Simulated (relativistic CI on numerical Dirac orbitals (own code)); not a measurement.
Crystal-field levels of Cr⁺, 3d5

Calculated by Dirac-Coulomb-Breit CI, orbitals from a KLI potential per configuration, model QED, one configuration in a parametric crystal field, unscaled Slater integrals (own radial code). With so little scaling, terms lie 10 to 35 % too far apart, which can change the order of excited levels.

Field parameters in Wybourne normalisation: D4h B²₀ = −7Ds, B⁴₀ = 21(Dq − Dt), B⁴₄ = 21√(5/14) Dq. The field is a parameter set, without covalency.

S and J are read from ⟨S²⟩ = S(S + 1) and ⟨J²⟩ = J(J + 1) of each level; they are not fictitious spins.

D4h, 10Dq = 12900, Ds = -1500, Dt = -280 cm⁻¹, the lowest 10 levels:

```json
{"E (cm⁻¹)": "0.0", "Degeneracy": "2", "Irrep": "Γ7", "S": "2.50", "J": "2.50"}
{"E (cm⁻¹)": "0.4", "Degeneracy": "2", "Irrep": "Γ7", "S": "2.50", "J": "2.50"}
{"E (cm⁻¹)": "0.6", "Degeneracy": "2", "Irrep": "Γ6", "S": "2.50", "J": "2.50"}
{"E (cm⁻¹)": "11502", "Degeneracy": "2", "Irrep": "Γ7", "S": "1.50", "J": "3.92"}
{"E (cm⁻¹)": "11519", "Degeneracy": "2", "Irrep": "Γ7", "S": "1.48", "J": "3.76"}
{"E (cm⁻¹)": "11572", "Degeneracy": "2", "Irrep": "Γ6", "S": "1.49", "J": "3.49"}
{"E (cm⁻¹)": "11644", "Degeneracy": "2", "Irrep": "Γ6", "S": "1.50", "J": "3.22"}
{"E (cm⁻¹)": "12725", "Degeneracy": "2", "Irrep": "Γ7", "S": "0.56", "J": "4.75"}
{"E (cm⁻¹)": "12955", "Degeneracy": "2", "Irrep": "Γ6", "S": "0.55", "J": "4.46"}
{"E (cm⁻¹)": "13882", "Degeneracy": "2", "Irrep": "Γ7", "S": "1.50", "J": "3.69"}
```

Principal g values of the ground doublet: 0.01, 0.01, 10.01.

D4h, 10Dq = 12900, Ds = 3000, Dt = -280 cm⁻¹, the lowest 10 levels:

```csv
E (cm⁻¹),Degeneracy,Irrep,S,J
0.0,2,Γ7,2.50,2.50
0.6,2,Γ7,2.50,2.50
0.9,2,Γ6,2.50,2.50
7519,2,Γ7,0.57,4.52
8604,2,Γ6,1.50,3.83
8657,2,Γ6,1.50,3.68
8719,2,Γ7,1.50,3.49
8810,2,Γ7,1.47,3.38
14777,2,Γ7,1.47,3.65
14807,2,Γ6,1.49,3.61
```

Principal g values of the ground doublet: 0.04, 0.04, 10.01.

D4h, 10Dq = 12900, Ds = 2590, Dt = -280 cm⁻¹, the lowest 16 levels:

```csv
E (cm⁻¹),Degeneracy,Irrep,S,J
0.0,2,Γ7,2.50,2.50
0.5,2,Γ7,2.50,2.50
0.7,2,Γ6,2.50,2.50
8277,2,Γ7,0.55,4.54
9588,2,Γ6,1.50,3.80
9638,2,Γ6,1.50,3.67
9696,2,Γ7,1.50,3.51
9779,2,Γ7,1.48,3.41
14771,2,Γ7,1.46,3.66
14805,2,Γ6,1.49,3.61
15697,2,Γ7,0.63,4.73
15826,2,Γ6,0.60,4.65
16370,2,Γ7,1.50,3.80
16463,2,Γ7,1.46,3.88
16523,2,Γ6,1.46,3.92
16545,2,Γ6,1.50,3.89
```

Principal g values of the ground doublet: 0.04, 0.04, 10.01.

The free-ion ground term has S = 5/2. Every field shown keeps that spin.

Levels of this model without a field, named by their leading LS term: 6S_5/2 0, 4G_11/2 25280, 4G_9/2 25288, 4G_5/2 25289, 4G_7/2 25290, 4P_5/2 29123, 4P_3/2 29134, 4P_1/2 29145 cm⁻¹.
